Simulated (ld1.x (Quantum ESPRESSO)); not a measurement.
Hf (Z = 72) TM: all-electron and pseudo phase curves

* Element: hafnium (Hf)
* Generator: ld1.x (Quantum ESPRESSO) 7.5
* Type: norm-conserving Troullier–Martins (Kleinman–Bylander form)
* Functional: LDA (PZ)
* Relativity: scalar-relativistic
* Frozen core: [Xe] 4f14
* Valence charge: 4
* Reference configuration: 5d2 6s1.5 6p0.5
* Partial waves: 6p (bound): rc 3.00 bohr; 5d (bound): rc 2.75 bohr; 6s (bound): rc 2.30 bohr
* Local potential: the s channel
* Core correction: a·sin(br)/r model core inside 1.70 bohr

The phase is arctan(r·u′/u) with u = r·R(r), unwrapped; energies in Ry, scanned from -2 to 5 Ry. A pole is an energy at which the radial function vanishes at the test radius. The pseudo phase is shifted by a multiple of π to meet the all-electron one at the reference energy, and phase errors are pseudo minus all-electron; the curves can meet again beyond the range given. Levels narrower than the energy grid can be missing from the lists of poles.

| channel | radius (bohr) | reference energy (Ry) | poles, all-electron | poles, pseudo | unbroken range about the reference energy with phases within 0.05 rad | phase error 1 Ry above the reference energy (rad) |
| --- | --- | --- | --- | --- | --- | --- |
| s | 3.25 | -0.42 | 0.82 | 0.69, 2.89 | below 1.1 | -0.019 |
| p | 3.25 | -0.14 | 1.95 | 1.65 | below 1.9 | -0.035 |
| d | 3.25 | -0.26 | 0.09, 4.02 | 0.09, 4.88 | below 1.0 | +0.022 |

Phases in the s channel:

| E (Ry) | all-electron | pseudo |
| --- | --- | --- |
| -2.00 | 1.287 | 1.284 |
| -1.76 | 1.253 | 1.250 |
| -1.52 | 1.205 | 1.201 |
| -1.28 | 1.130 | 1.126 |
| -1.04 | 1.000 | 0.995 |
| -0.80 | 0.725 | 0.720 |
| -0.56 | 0.053 | 0.051 |
| -0.32 | -0.805 | -0.806 |
| -0.08 | -1.203 | -1.208 |
| 0.16 | -1.378 | -1.387 |
| 0.40 | -1.473 | -1.488 |
| 0.64 | -1.536 | -1.557 |
| 0.88 | -1.582 | -1.615 |
| 1.12 | -1.620 | -1.673 |
| 1.36 | -1.654 | -1.749 |
| 1.60 | -1.688 | -1.891 |
| 1.84 | -1.724 | -2.447 |
| 2.08 | -1.766 | -4.156 |
| 2.32 | -1.820 | -4.521 |
| 2.56 | -1.896 | -4.634 |
| 2.80 | -2.017 | -4.695 |
| 3.04 | -2.244 | -4.738 |
| 3.28 | -2.743 | -4.774 |
| 3.52 | -3.550 | -4.809 |
| 3.76 | -4.069 | -4.848 |
| 4.00 | -4.304 | -4.894 |
| 4.24 | -4.426 | -4.958 |
| 4.48 | -4.500 | -5.059 |
| 4.72 | -4.550 | -5.252 |
| 4.96 | -4.586 | -5.728 |
